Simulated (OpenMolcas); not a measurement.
An OpenMolcas run meant for F5+ (ANO-L-VQZP, non-relativistic; inactive shells 1s; intended active space 2 electrons in 4 orbitals (2s 2p)). One step of its input:

```
&CASPT2
Multistate=3 1 2 3
Frozen=0 0
IPEA=0.25
Imaginary=0.1
MaxIter=60
WThr=0.0 0.3 0.05
PrWF=0.5
NoMix
Shift=0.2
Sig2=0.3
```

Lines from the output:

```
|
   -----------------------------------------------------------------------------------------
++ ---------   Input file   ---------
>>> COPY JOB001 $Project.JobIph
&CASPT2
Multistate=3 1 2 3
Frozen=0 0
IPEA=0.25
Imaginary=0.1
MaxIter=60
WThr=0.0 0.3 0.05
PrWF=0.5
NoMix
Shift=0.2
Sig2=0.3
-- ----------------------------------
>>> COPY JOB001 a.JobIph
*** symbolic link created: INPORB -> a.RasOrb
--- Start Module: caspt2 at  ---
()()()()()()()()()()()()()()()()()()()()()()()()()()()()()()()()()()()()()()()()()()()()()()()()()()
                                              &CASPT2
                                   only a single process is used
                       available to each process: 2.3 GB of memory, 1 thread
()()()()()()()()()()()()()()()()()()()()()()()()()()()()()()()()()()()()()()()()()()()()()()()()()()
 ###    ERROR: More than one intruder-state removal technique                ###
 ###    active: SHIFt/IMAGinary/SIG1/SIG2 are mutually exclusive!            ###
--- Stop Module: caspt2 at  /rc=_RC_INPUT_ERROR_ ---
.####################.
.# User input error #.
.####################.
```

Problem. What is wrong with the input?

Solution. More than one intruder-state remedy is switched on.
